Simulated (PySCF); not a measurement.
C₃H₇BO₂, SMILES CB(C=O)OC. Geometry: PBE0-D3(BJ)/def2-SVP. The structure was generated by enumeration, and PubChem lists no compound with its InChIKey, so it may never have been made. The values are those of a single conformer.

Computed equilibrium geometry at PBE0-D3(BJ)/def2-SVP (PySCF confirms it by a frequency run) as a Z-matrix, and its point group (one conformer of several):
point group Cs.
```
B
O 1 1.3491
C 2 1.4068 1 122.92
H 3 1.0985 2 108.35 1 180.00
H 3 1.1020 4 108.70 2 121.13
H 3 1.1020 4 108.70 5 117.75
C 1 1.5649 2 125.08 3 0.00
H 7 1.0989 1 110.65 2 180.00
H 7 1.1038 8 108.66 1 122.44
H 7 1.1038 8 108.66 9 115.12
C 1 1.6101 2 113.56 3 180.00
O 11 1.2109 1 122.54 2 180.00
H 11 1.1272 12 119.59 1 -180.00
```
Charge 0, spin multiplicity 1.
